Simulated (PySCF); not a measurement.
Ligand exchange on a metal centre used in film growth or etching (Zn Cl-CH3). All species are isolated molecules in the gas phase. One relaxed conformer stands for each flexible species; it need not be the lowest.

The charge on the central atom (Mulliken) from two functionals at the same geometries (TPSS-D3(BJ)/def2-SVP), both in PySCF: PBE-D3(BJ)/def2-TZVP and B3LYP-D3(BJ)/def2-TZVP. B3LYP has the VWN-RPA correlation part, as in Gaussian. 

```json
[
 {"species": "0 of 2 Cl replaced by CH3 ([Zn(Cl)2])", "PBE-D3(BJ)/def2-TZVP (e)": "0.54", "B3LYP-D3(BJ)/def2-TZVP (e)": "0.60"},
 {"species": "1 of 2 Cl replaced by CH3", "PBE-D3(BJ)/def2-TZVP (e)": "0.38", "B3LYP-D3(BJ)/def2-TZVP (e)": "0.45"},
 {"species": "2 of 2 Cl replaced by CH3", "PBE-D3(BJ)/def2-TZVP (e)": "0.31", "B3LYP-D3(BJ)/def2-TZVP (e)": "0.39"}
]
```

Over these rows, drawn at random from the members with no instability flagged (it was tested for open shells, ions and some series alone), PBE minus B3LYP-D3(BJ): mean -0.07 e, from -0.08 e to -0.06 e.
